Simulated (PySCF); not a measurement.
A PySCF script (with the pyscf-properties extension) for the NMR shieldings of SMILES CC[C@@H]1C[Si@@](C)(P)O[SiH2]1, C$_{5}$H$_{15}$OPSi$_{2}$, on a GFN2-xTB geometry:

```python
import basis_set_exchange as bse
import numpy as np
from pyscf import gto, dft
from pyscf.prop import nmr

atoms = """
C     3.245763    0.556211   -0.140773
C     2.356144   -0.624879    0.234603
C     0.972401   -0.565454   -0.413474
C     0.153605    0.656070    0.037096
Si   -1.689436    0.238955   -0.263532
C    -2.857627    0.776124    1.141453
P    -2.311651    0.808051   -2.349146
O    -1.592995   -1.404652   -0.224978
Si   -0.119872   -2.107681   -0.122492
H     3.353390    0.620865   -1.221740
H     2.822020    1.490713    0.218554
H     4.235613    0.441585    0.296415
H     2.847362   -1.550651   -0.076155
H     2.246000   -0.663458    1.321314
H     1.119935   -0.475429   -1.497003
H     0.318892    0.822833    1.103367
H     0.481916    1.557248   -0.480791
H    -2.519920    0.406796    2.104547
H    -3.858674    0.392119    0.970694
H    -2.921220    1.857917    1.193683
H    -3.629065    0.417709   -2.180225
H    -2.598011    2.120321   -2.011373
H    -0.003445   -2.656902    1.225076
H    -0.062859   -3.094648   -1.190634
"""
names = dict.fromkeys(["C", "Si", "P", "O", "H"], "pcSseg-1")
basis = {el: gto.basis.parse(bse.get_basis(n, elements=[el], fmt="nwchem")) for el, n in names.items()}
mol = gto.M(atom=atoms, basis=basis, charge=0, verbose=0)
mf = dft.RKS(mol, xc="PBE0")
mf.grids.level = 2
mf.grids.alignment = dft.numint.BLKSIZE   # the property module wants whole blocks of grid points
mf.conv_tol = 1e-9
mf.kernel()

calc = nmr.RKS(mf)   # GIAO
C = mf.mo_coeff
Co = C[:, mf.mo_occ > 0]
resp = mf.gen_response(singlet=True, hermi=2)
def vind(x):   # induced exchange potential for any number of trial vectors
    d = np.einsum("pi,xij,qj->xpq", C, 2 * x.reshape(-1, C.shape[1], Co.shape[1]), Co, optimize=True)
    return np.einsum("xpq,pi,qj->xij", resp(d - d.transpose(0, 2, 1)), C, Co, optimize=True).ravel()
mo1, _ = nmr.rhf.solve_mo1(calc, with_cphf=vind)
sigma = calc.kernel(mo1)
for i, s in enumerate(sigma):   # ppm
    print("%2d %-2s %9.2f" % (i, mol.atom_pure_symbol(i), np.trace(s) / 3))
```

Question: What does it print?

Answer: 
```
 0 C     169.88
 1 C     157.76
 2 C     158.18
 3 C     164.43
 4 Si    306.39
 5 C     178.73
 6 P     608.34
 7 O     274.12
 8 Si    352.29
 9 H      31.00
10 H      30.33
11 H      30.46
12 H      30.07
13 H      30.64
14 H      30.35
15 H      31.41
16 H      30.35
17 H      31.20
18 H      30.96
19 H      31.58
20 H      30.49
21 H      30.94
22 H      26.96
23 H      26.66
```

These numbers come from an equivalent density-fitted implementation of the same equations, which agrees with the script to about 0.01 ppm for H and up to a few tenths of a ppm for heavy atoms, so last digits may differ.

Question: Turn these shieldings into chemical shifts. Referencing at the same level of theory: $^{13}$C (σref 186.93) and $^{29}$Si (σref 349.16) and $^{1}$H (σref 31.72) against TMS; $^{31}$P (σref 318.38) vs H3PO4; $^{17}$O (σref 336.08) against H2O.

Answer: Averaging equivalent atoms: C 1: 29.2; C 2: 28.7; C 3: 22.5; C 0: 17.0; C 5: 8.2; Si 4: 42.8; Si 8: -3.1; P 6: -290.0; O 7: 62.0; H 23: 5.06; H 22: 4.76; H 12: 1.65; H 16: 1.37; H 14: 1.36; H 9/10/11: 1.12; H 13: 1.08; H 20/21: 1.00; H 17/18/19: 0.47; H 15: 0.30 ppm. Experimental scales use liquid or dissolved standards, which lie at an offset from isolated H2O (liquid H2O: subtract about 36 ppm) and H3PO4.

Size and cost of the density-fitted run: 249 basis functions, 73 s wall time on 1 thread of an Arm Neoverse V1, shared host; peak memory 1.1 GiB.
